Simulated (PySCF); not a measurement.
Species: CdMe(CCH), C3H4Cd (singlet state).
SMILES: `C#[C][Cd][CH3]`

A linear-response calculation (PySCF, def2-SVPD basis, gas phase, vertical, core orbitals frozen in the response) gave these numbers; the functional is withheld.

Orbital energies (eV): HOMO-3 -9.84, HOMO-2 -7.79, HOMO-1 -7.39, HOMO -7.39, LUMO -0.83, LUMO+1 -0.83, LUMO+2 -0.20.

```json
{"state": "S1", "E (eV)": "5.34", "f": "0.0000", "main configurations (H = HOMO, L = LUMO)": "H-1/H→L/L+1 (≥82%)"}
{"state": "S2", "E (eV)": "5.42", "f": "0.0000", "main configurations (H = HOMO, L = LUMO)": "H-1/H→L/L+1 (≥96%)"}
{"state": "S3", "E (eV)": "5.42", "f": "0.0000", "main configurations (H = HOMO, L = LUMO)": "H-1/H→L/L+1 (≥96%)"}
{"state": "S4", "E (eV)": "6.03", "f": "0.023", "main configurations (H = HOMO, L = LUMO)": "H-2→L/L+1 (≥95%)"}
{"state": "S5", "E (eV)": "6.03", "f": "0.023", "main configurations (H = HOMO, L = LUMO)": "H-2→L/L+1 (≥95%)"}
{"state": "S6", "E (eV)": "6.37", "f": "0.019", "main configurations (H = HOMO, L = LUMO)": "H-1/H→L+2 (≥92%)"}
{"state": "S7", "E (eV)": "6.37", "f": "0.015", "main configurations (H = HOMO, L = LUMO)": "H-1/H→L+2 (≥95%)"}
```

Triplets (Tamm–Dancoff): T1 4.66 eV, H-1/H→L/L+1 (≥67%); T2 4.96 eV, H-1/H→L/L+1 (≥81%); T3 4.96 eV, H-1/H→L/L+1 (≥81%).

Vertical ionisation energy by ΔSCF with the same functional: 10.04 eV. Mean static polarisability: 65.8 au.

Orbitals of the list HOMO-3 to LUMO+2 that lie within 0.01 eV of each other are written together with a slash and their weights summed (≥ marks a lower bound); for degenerate orbitals outside that list single weights are arbitrary.

Question: Which of these was used?
A. PBE
B. wB97X-D
C. B3LYP
D. HF

Answer: C. B3LYP is a global hybrid with 20% exact exchange. In this run −ε(HOMO) = 7.39 eV differs from the ΔSCF value by -2.65 eV, and S1 differs from the orbital gap of 6.56 eV by -1.22 eV. The ratio −ε(HOMO)/IP is 0.74. Small neutral molecules mostly give 0.67 to 0.83 with B3LYP, 0.5 to 0.7 with PBE, 0.89 to 0.99 with wB97X-D; with Hartree–Fock the ratio is 1 or more (Koopmans' value less the relaxation energy is the ΔSCF value).

Theory: TDDFT B3LYP/def2-SVPD, vertical, gas phase, core orbitals frozen in the response, def2 core potentials past Kr (PySCF). Geometry: PBE0-D3(BJ)/def2-SVP; no solvent, vibrations or thermal averaging. Spin–orbit coupling is left out.
